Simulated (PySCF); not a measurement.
CH4I2Si, SMILES C[SiH](I)I. Atoms are numbered in the order given.

```xyz
8

Si     0.5250    -0.9265     0.0000
C     -0.4152    -2.5429     0.0000
I     -0.0476     0.3580     2.0308
I     -0.0476     0.3580    -2.0308
H      1.9977    -1.1093     0.0000
H     -0.1551    -3.1259     0.8978
H     -0.1551    -3.1259    -0.8978
H     -1.4989    -2.3548     0.0000
```
Charge 0, spin multiplicity 1.

Geometry optimised at B3LYP-D3(BJ)/def2-SVP. The def2 effective core potentials stand for the cores of I; spin–orbit coupling is left out.

All values below come from PBE/def2-TZVP (PySCF).

Symmetry labels are those of the subgroup Cs that the program uses (full group Cs).

Task: List the valence orbital energies around the gap with their symmetry. (Estimate from the structure and the level; the computed values follow.)

Result: 
```csv
orbital,symmetry,energy (eV)
HOMO−7,A",-10.58
HOMO−6,A',-8.94
HOMO−5,A',-8.60
HOMO−4,A",-8.43
HOMO−3,A',-6.89
HOMO−2,A",-6.66
HOMO−1,A',-6.61
HOMO,A",-6.44
LUMO,A',-2.10
LUMO+1,A",-1.12
LUMO+2,A',-0.19
LUMO+3,A',0.31
```
